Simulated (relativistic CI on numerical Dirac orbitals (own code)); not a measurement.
**Zr10+: q coefficients and field-shift factors**

Method of calculation: Dirac-Coulomb-Breit CI, separate exchange-only KLI orbitals for each configuration, derivatives by finite differences, unscaled Slater integrals, QED left out (own radial code, finite nucleus).

CI space (outside the closed core [Ar] 3d10): 4s2, 4s 4p, 4p2, 4s 4d, 4d2, 4s 4f, 4p 4d, 4p 5s. Levels of other configurations are missing.

With x = (α/α₀)² − 1 an excitation energy changes as ω = ω₀ + qx; K = 2q/ω₀ is the relative enhancement. Terms are leading LS components, so labels can repeat. The field-shift factor is F = δν/δ⟨r²⟩ for the transition from the lowest level.

Lowest level 4s2 1S_0.

```
      Level  ω₀ (cm⁻¹)  q (cm⁻¹)  F (GHz/fm²)
4s 4p 3P°_0     169301      6624        -22.9
4s 4p 3P°_1     175150     11700          -23
4s 4p 3P°_2     190427     28850        -23.2
4s 4p 1P°_1     255938     24920        -23.6
   4p2 3P_0     401261     20960        -47.1
   4p2 3P_1     413080     36970        -47.3
   4p2 1D_2     413654     36620        -45.3
   4p2 3P_2     433346     57630        -46.4
   4p2 1S_0     481729     53000        -46.6
 4s 4d 3D_1     533917     30840        -22.5
 4s 4d 3D_2     535159     32060        -22.5
 4s 4d 3D_3     537123     34060        -22.5
 4s 4d 1D_2     588192     34370        -25.6
```

At this charge energies of transitions that change n are usually good to better than 1 %, and those within a shell (Δn = 0) to a few per cent.

(1) Which transition from the lowest level has the largest |K|?

Answers

(1) 4s 4p 3P°_2 at 190427 cm⁻¹, K = 0.303.
